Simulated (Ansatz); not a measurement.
A structure relaxed at PBE-D4/def2-SVP in Ansatz, charge 0, singlet:

```xyz
6

V     0.184    0.095   -0.327
N    -0.579   -0.299    1.027
H    -1.068   -0.551    1.897
Cl    1.906    1.271    0.230
Cl   -1.200    1.230   -1.531
Cl    0.757   -1.746   -1.295
```

Question: Give its formula, name or SMILES and point group.

Answer: V(NH)Cl3 (VNCl3H). Point group C3v (tolerance 0.1 Å).

Question: Summarise the bond lengths by kind (pairs closer than 1.2 times the sum of covalent radii, bridged metal pairs left out).

Answer: 3 × Cl–V 2.16 Å; 1 × N–V 1.60 Å; 1 × H–N 1.03 Å. The metal has 4 neighbours: N 1.60 Å, Cl 2.16 Å, Cl 2.16 Å, Cl 2.16 Å.

The restricted singlet is unstable towards broken spin symmetry in Hartree–Fock (as tested in another run); at PBE-D4/def2-SVP this wasn't settled.
